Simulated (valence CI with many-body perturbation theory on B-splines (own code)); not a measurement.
## I XLIX: calculated level list

Method: relativistic CI+MBPT: three valence electrons over a frozen Dirac-Fock core [He], radial functions for each j: 11 s, 11 p, 10 d, 8 f, 5 g, 2 h, with the one-electron correlation potential Σ1, the two-electron term Σ2, the three-electron term Σ3, Breit, model QED; selected CI, second order for the rest, scaled by the run's own slope (own B-spline code, finite nucleus).

The last digits are not significant, and no measured levels were compared; by estimate large intervals hold to a few tenths of a per cent, small ones and those within an open d or f shell to about a per cent.

Levels 46 to 90 of 169, with energies above the lowest level, (2s^2 2p1/2) J=1/2. "Leading %" is the weight of the configuration and term that name the level; weights of strongly mixed levels are sums over their largest components and can fall short. In the jj column 3d3/2^4 stands for four electrons in 3d with j = 3/2. Lifetimes count E1, E2, E3, M1 and M2 decay at the calculated energies, and are blank where another channel may lead or the interval is too uncertain; long ones can be off by a factor of two.

```tsv
No.	Configuration	Term	J	E (eV)	Leading %	Lifetime	Second component	Leading jj
46	2s2p3p	²D	5/2	5471.0	43	10.5 fs	35 % 2s2p3p ⁴D	2s 2p3/2 3p1/2 (99 %)
47	2s2p3s	²P°	1/2	5475.4	92	12.0 fs	8 % 2s2p3s ⁴P°	2s 2p3/2 3s (98 %)
48	2s2p3s	²P°	3/2	5478.9	84	24.9 fs	14 % 2s2p3s ⁴P°	2s 2p3/2 3s (98 %)
49	2p²3d	²D	5/2	5497.5	32	2.85 fs	20 % 2p²3d ⁴D	2p1/2^2 3d5/2 (97 %)
50	2s2p3p	²P	1/2	5530.3	54	11.8 fs	21 % 2s2p3p ²S	2s 2p3/2 3p1/2 (97 %)
51	2s2p3p	²D	3/2	5531.8	62	13.3 fs	24 % 2s2p3p ²P	2s 2p3/2 3p1/2 (96 %)
52	2s2p3p	⁴D	7/2	5552.5	100	2.11 ps		2s 2p3/2 3p3/2 (100 %)
53	2s2p3p	²P	3/2	5555.6	42	11.8 fs	31 % 2s2p3p ⁴S	2s 2p3/2 3p3/2 (89 %)
54	2s2p3p	²S	1/2	5567.7	38	6.76 fs	24 % 2s2p3p ²P	2s 2p3/2 3p3/2 (76 %)
55	2s2p3p	²D	5/2	5568.4	42	9.71 fs	41 % 2s2p3p ⁴P	2s 2p3/2 3p3/2 (87 %)
56	2p²3s	⁴P	3/2	5587.1	82	28.3 fs	7 % 2p²3s ²P	2p1/2 2p3/2 3s (91 %)
57	2p²3s	²D	5/2	5601.1	44	43.6 fs	25 % 2p²3s ⁴P	2p1/2 2p3/2 3s (69 %)
58	2s2p3d	⁴D°	5/2	5601.1	45	2.20 fs	21 % 2s2p3d ⁴F°	2s 2p3/2 3d3/2 (96 %)
59	2p²3s	²P	1/2	5602.4	50	9.56 fs	25 % 2p²3s ⁴P	2p1/2 2p3/2 3s (75 %)
60	2s2p3d	⁴P°	3/2	5603.2	39	1.86 fs	38 % 2s2p3d ⁴D°	2s 2p3/2 3d3/2 (91 %)
61	2s2p3d	⁴P°	1/2	5604.4	74	1.99 fs	12 % 2s2p3d ⁴D°	2s 2p3/2 3d3/2 (86 %)
62	2p²3s	²D	3/2	5606.2	55	17.0 fs	30 % 2p²3s ²P	2p1/2 2p3/2 3s (87 %)
63	2s2p3d	⁴F°	7/2	5606.4	48	2.80 fs	32 % 2s2p3d ⁴D°	2s 2p3/2 3d3/2 (83 %)
64	2s2p3d	⁴F°	9/2	5616.8	100	80.5 ps		2s 2p3/2 3d5/2 (100 %)
65	2s2p3p	²D	5/2	5625.7	63	13.2 fs	10 % 2s2p3p ⁴D	2s 2p3/2 3p3/2 (80 %)
66	2p²3p	⁴P°	1/2	5630.4	39	22.1 fs	25 % 2p²3p ⁴D°	2p1/2 2p3/2 3p1/2 (86 %)
67	2p²3p	⁴D°	3/2	5633.9	42	6.68 fs	14 % 2s2p3d ⁴P°	2p1/2 2p3/2 3p1/2 (77 %)
68	2s2p3d	²D°	5/2	5634.2	45	3.07 fs	32 % 2s2p3d ⁴P°	2s 2p3/2 3d5/2 (99 %)
69	2s2p3p	²P	3/2	5635.9	57	13.4 fs	25 % 2s2p3p ²D	2s 2p3/2 3p3/2 (88 %)
70	2s2p3p	²S	1/2	5636.4	63	251 fs	21 % 2s2p3p ²P	2s 2p3/2 3p3/2 (98 %)
71	2s2p3d	²D°	3/2	5638.6	41	4.67 fs	19 % 2s2p3d ²P°	2s 2p3/2 3d5/2 (73 %)
72	2p²3p	²F°	5/2	5642.7	44	4.58 fs	28 % 2p²3p ²D°	2p1/2 2p3/2 3p1/2 (90 %)
73	2s2p3d	²F°	7/2	5643.8	67	1.75 fs	32 % 2s2p3d ⁴D°	2s 2p3/2 3d5/2 (83 %)
74	2s2p3d	²P°	1/2	5656.1	76	2.16 fs	17 % 2s2p3d ⁴D°	2s 2p3/2 3d5/2 (93 %)
75	2p²3p	²P°	3/2	5670.2	35	4.63 fs	22 % 2p²3p ²D°	2p1/2 2p3/2 3p1/2 (84 %)
76	2s2p3d	²F°	5/2	5671.3	63	3.34 fs	14 % 2s2p3d ²D°	2s 2p3/2 3d3/2 (91 %)
77	2s2p3d	²D°	3/2	5673.6	52	2.47 fs	20 % 2s2p3d ²P°	2s 2p3/2 3d3/2 (72 %)
78	2s2p3d	²P°	1/2	5677.3	88	2.67 fs	11 % 2s2p3d ⁴D°	2s 2p3/2 3d3/2 (94 %)
79	2s2p3d	²F°	7/2	5688.0	77	6.78 fs	11 % 2s2p3d ⁴D°	2s 2p3/2 3d5/2 (96 %)
80	2s2p3d	²D°	5/2	5700.0	65	1.74 fs	24 % 2s2p3d ²F°	2s 2p3/2 3d5/2 (96 %)
81	2s2p3d	²P°	3/2	5702.5	78	2.51 fs	7 % 2s2p3d ⁴D°	2s 2p3/2 3d5/2 (97 %)
82	2p²3p	⁴D°	5/2	5726.5	52	8.51 fs	34 % 2p²3p ⁴P°	2p1/2 2p3/2 3p3/2 (99 %)
83	2p²3p	²P°	1/2	5730.6	34	8.28 fs	34 % 2p²3p ⁴P°	2p1/2 2p3/2 3p3/2 (98 %)
84	2p²3p	²D°	3/2	5735.9	51	8.06 fs	25 % 2p²3p ⁴P°	2p1/2 2p3/2 3p3/2 (98 %)
85	2p²3p	²F°	7/2	5742.4	60	9.72 fs	38 % 2p²3p ⁴D°	2p1/2 2p3/2 3p3/2 (97 %)
86	2p²3p	²P°	3/2	5752.0	38	8.06 fs	29 % 2p²3p ⁴S°	2p1/2 2p3/2 3p3/2 (99 %)
87	2p²3p	²D°	5/2	5760.7	60	8.14 fs	18 % 2p²3p ²F°	2p1/2 2p3/2 3p3/2 (98 %)
88	2p²3d	⁴F	3/2	5766.4	43	8.63 fs	28 % 2p²3d ²P	2p1/2 2p3/2 3d3/2 (99 %)
89	2p²3d	⁴F	5/2	5767.8	54	23.3 fs	39 % 2p²3d ²F	2p1/2 2p3/2 3d3/2 (98 %)
90	2p²3d	⁴D	1/2	5770.0	80	16.5 fs	14 % 2p²3d ²P	2p1/2 2p3/2 3d3/2 (100 %)
```
